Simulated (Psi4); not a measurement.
CH7AlGeO (SMILES C[O][AlH][GeH3]), singlet, at a GFN2-xTB geometry (such geometries of metal compounds can be far from the true shape); Psi4 with B3LYP/cc-pVTZ.

Input for Psi4:
```
memory 2 GB

molecule {
0 1
Al    1.04168539    0.19198022   -0.39042030
Ge   -0.54908959   -0.04022397    1.42222283
H    -1.27480734   -1.36745608    1.48766945
H    -0.13597081    0.11820039    2.86433244
H    -1.73866236    0.89523832    1.37208538
H     2.53597819    0.50258527   -0.20638811
O     0.50338587    0.00530436   -1.93358806
C     0.10371602   -0.14233353   -3.26964517
H    -0.06021977   -1.19877249   -3.49172323
H    -0.82408529    0.40716263   -3.44083477
H     0.87734102    0.24603275   -3.93423242
}

set {
  basis cc-pvtz
}

energy('b3lyp')
print_variables()
```

What the program printed (banner, timings and long lists left out):

```
   => Loading Basis Set <=

    Name: CC-PVTZ
    Role: ORBITAL
    Keyword: BASIS

         ---------------------------------------------------------
                                   SCF
               by Justin Turney, Rob Parrish, Andy Simmonett
                          and Daniel G. A. Smith
                              RKS Reference
         ---------------------------------------------------------

  ==> Geometry <==

    Molecular point group: c1
    Full point group: C1

    Geometry (in Angstrom), charge = 0, multiplicity = 1:

       Center              X                  Y                   Z               Mass
    ------------   -----------------  -----------------  -----------------  -----------------
         AL           1.069725715110     0.190632372787    -0.530498587435    26.981538530000
         GE          -0.521049264890    -0.041571817213     1.282144542565    73.921177761000
         H           -1.246767014890    -1.368803927213     1.347591162565     1.007825032230
         H           -0.107930484890     0.116852542787     2.724254152565     1.007825032230
         H           -1.710622034890     0.893890472787     1.232007092565     1.007825032230
         H            2.564018515110     0.501237422787    -0.346466397435     1.007825032230
         O            0.531426195110     0.003956512787    -2.073666347435    15.994914619570
         C            0.131756345110    -0.143681377213    -3.409723457435    12.000000000000
         H           -0.032179444890    -1.200120337213    -3.631801517435     1.007825032230
         H           -0.796044964890     0.405814782787    -3.580913057435     1.007825032230
         H            0.905381345110     0.244684902787    -4.074310707435     1.007825032230

  Running in c1 symmetry.

  Rotational constants: A =      0.34271  B =      0.04007  C =      0.03654 [cm^-1]
  Rotational constants: A =  10274.05187  B =   1201.29158  C =   1095.53752 [MHz]
  Nuclear repulsion =  305.623444180853824

  Charge       = 0
  Multiplicity = 1
  Electrons    = 66
  Nalpha       = 33
  Nbeta        = 33

  ==> Algorithm <==

  SCF Algorithm Type is DF.
  DIIS enabled.
  MOM disabled.
  Fractional occupation disabled.
  Guess Type is SAD.
  Energy threshold   = 1.00e-06
  Density threshold  = 1.00e-06
  Integral threshold = 1.00e-12

  ==> Primary Basis <==

  Basis Set: CC-PVTZ
    Blend: CC-PVTZ
    Number of shells: 89
    Number of basis functions: 235
    Number of Cartesian functions: 263
    Spherical Harmonics?: true
    Max angular momentum: 3

  ==> DFT Potential <==

   => LibXC <=

    Version 7.1.2
    S. Lehtola, C. Steigemann, M. J. T. Oliveira, and M. A. L. Marques,  SoftwareX 7, 1–5 (2018) (10.1016/j.softx.2017.11.002)

   => Composite Functional: B3LYP <=

    B3LYP Hyb-GGA Exchange-Correlation Functional

    P. J. Stephens, F. J. Devlin, C. F. Chabalowski, and M. J. Frisch,  J. Phys. Chem. 98, 11623 (1994) (10.1021/j100096a001)

    Deriv               =              1
    GGA                 =           TRUE
    Meta                =          FALSE

    Exchange Hybrid     =           TRUE
    MP2 Hybrid          =          FALSE

   => Exchange Functionals <=

    0.0800   Slater exchange
    0.7200         Becke 88

   => Exact (HF) Exchange <=

    0.2000               HF

   => Correlation Functionals <=

    0.1900   Vosko, Wilk & Nusair (VWN5_RPA)
    0.8100   Lee, Yang & Parr

   => LibXC Density Thresholds  <==

    XC_HYB_GGA_XC_B3LYP:  1.00E-15

   => Molecular Quadrature <=

    Radial Scheme          =       TREUTLER
    Pruning Scheme         =           NONE
    Nuclear Scheme         =       TREUTLER

    Blocking Scheme        =         OCTREE
    BS radius alpha        =              1
    Pruning alpha          =              1
    Radial Points          =             75
    Spherical Points       =            302
    Total Points           =         238390
    Total Blocks           =           1866
[...]
  Using in-core AOs.

  ==> MemDFJK: Density-Fitted J/K Matrices <==

    J tasked:                   Yes
    K tasked:                   Yes
    wK tasked:                   No
    Algorithm:                 Core
    Schwarz Cutoff:           1E-12
    Mask sparsity (%):      11.3173
    Fitting Condition:        1E-10

   => Auxiliary Basis Set <=

  Basis Set: (CC-PVTZ AUX)
    Blend: CC-PVTZ-JKFIT
    Number of shells: 208
    Number of basis functions: 696
    Number of Cartesian functions: 851
    Spherical Harmonics?: true
    Max angular momentum: 4

  Minimum eigenvalue in the overlap matrix is 1.4268342164E-03.
  Reciprocal condition number of the overlap matrix is 2.1330428477E-04.
    Using symmetric orthogonalization.

  ==> Pre-Iterations <==

  SCF Guess: Superposition of Atomic Densities via on-the-fly atomic UHF (no occupation information).

   -------------------------
    Irrep   Nso     Nmo
   -------------------------
     A        235     235
   -------------------------
    Total     235     235
   -------------------------

  ==> Iterations <==

                           Total Energy        Delta E     RMS |[F,P]|

   @DF-RKS iter SAD: -2433.44719925457639   -2.43345e+03   0.00000e+00
   @DF-RKS iter   1: -2435.34975361242368   -1.90255e+00   1.06314e-02 DIIS/ADIIS
   @DF-RKS iter   2: -2424.29695630563901    1.10528e+01   3.63748e-02 DIIS/ADIIS
   @DF-RKS iter   3: -2436.82838782530825   -1.25314e+01   4.44456e-03 DIIS/ADIIS
   @DF-RKS iter   4: -2437.04727810765144   -2.18890e-01   2.46470e-03 DIIS/ADIIS
   @DF-RKS iter   5: -2437.16382503525392   -1.16547e-01   2.65401e-04 DIIS/ADIIS
   @DF-RKS iter   6: -2437.16450218911314   -6.77154e-04   1.76661e-04 DIIS/ADIIS
   @DF-RKS iter   7: -2437.16528899858031   -7.86809e-04   1.94309e-05 DIIS
   @DF-RKS iter   8: -2437.16530036837275   -1.13698e-05   5.19350e-06 DIIS
   @DF-RKS iter   9: -2437.16530120470043   -8.36328e-07   5.66002e-07 DIIS
  Energy and wave function converged.

  ==> Post-Iterations <==

   Electrons on quadrature grid:
      Ntotal   =   66.0000019418 ; deviation = 1.942e-06

    Orbital Energies [Eh]
    ---------------------

    Doubly Occupied:

[...]
    Virtual:

[...]
     235A     13.135566

    Final Occupation by Irrep:
              A
    DOCC [    33 ]
    NA   [    33 ]
    NB   [    33 ]

  @DF-RKS Final Energy: -2437.16530120470043

   => Energetics <=

    Nuclear Repulsion Energy =            305.6234441808538236
    One-Electron Energy =               -4000.9959569644329349
    Two-Electron Energy =                1350.4029104505964369
    DFT Exchange-Correlation Energy =     -92.1956988717178518
    Empirical Dispersion Energy =           0.0000000000000000
    VV10 Nonlocal Energy =                  0.0000000000000000
    Total Energy =                      -2437.1653012047004268

Computation Completed

Properties will be evaluated at   0.000000,   0.000000,   0.000000 [a0]

Properties computed using the SCF density matrix

 Multipole Moments:

 ------------------------------------------------------------------------------------
     Multipole            Electronic (a.u.)      Nuclear  (a.u.)        Total (a.u.)
 ------------------------------------------------------------------------------------

 L = 1.  Multiply by 2.5417464519 to convert [e a0] to [Debye]
 Dipole X            :         -3.3629543            3.4972431            0.1342889
 Dipole Y            :          0.1557246           -0.1681055           -0.0123809
 Dipole Z            :         16.7417782          -17.4708337           -0.7290555
 Magnitude           :                                                    0.7414235

 ------------------------------------------------------------------------------------

  Variable Map:
  ----------------------------------------------------------------------------
[...]
  Array Variable Map:
  ----------------------------------------------------------------------------
[...]
[...]
```
